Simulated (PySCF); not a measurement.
Computed properties of Se(Br)(SH) (BrHSSe), SMILES [Se](Br)S

BrHSSe, SMILES S[Se]Br. Coordinates come from a B3LYP-D3(BJ)/def2-SVP optimisation. The values are those of a single conformer. All values are computed for the isolated molecule unless a solvent is named; none is compared with measurement here.

**Structure.** All 6 harmonic modes at B3LYP-D3(BJ)/def2-SVP (PySCF) are real, so it is a minimum. With heavy atoms numbered as in [Se:1]([Br:2])[SH:3], the shortest bond between them is Se1–S3 at 2.193 Å and the longest Se1–Br2 at 2.386 Å.

**Vibrations.** The strongest infrared lines (harmonic, unscaled, degenerate partners summed) lie at 368 cm⁻¹ (20 km/mol, H 95 %), 265 cm⁻¹ (18 km/mol, Se 53 %, Br 47 %), 395 cm⁻¹ (11 km/mol, S 71 %, Se 28 %). The softest mode is at 127 cm⁻¹ and the zero-point energy is 6.6 kcal/mol.

**Electronic structure.** ωB97X/def2-TZVPD (PySCF) places the frontier levels at -9.39 and -0.88 eV, a gap of 8.51 eV, and gives a dipole moment of 1.55 D and a mean polarisability of 76.6 bohr³.

**Excitations.** TDA-CAM-B3LYP/def2-SVPD (PySCF) has S1 at 2.69 eV (461 nm, f = 0.001, dark); the most intense of the 10 singlets computed lies at 6.30 eV (f = 0.09). T1 (TDA) is at 1.96 eV, 0.73 eV under S1.

**NMR.** GIAO shifts at PBE0/pcSseg-2 (PySCF) (non-relativistic, atoms alike by connectivity averaged): ¹H at 5.3 ppm against TMS. Without spin–orbit terms, shifts of atoms bonded to Cl or Br come out too high.
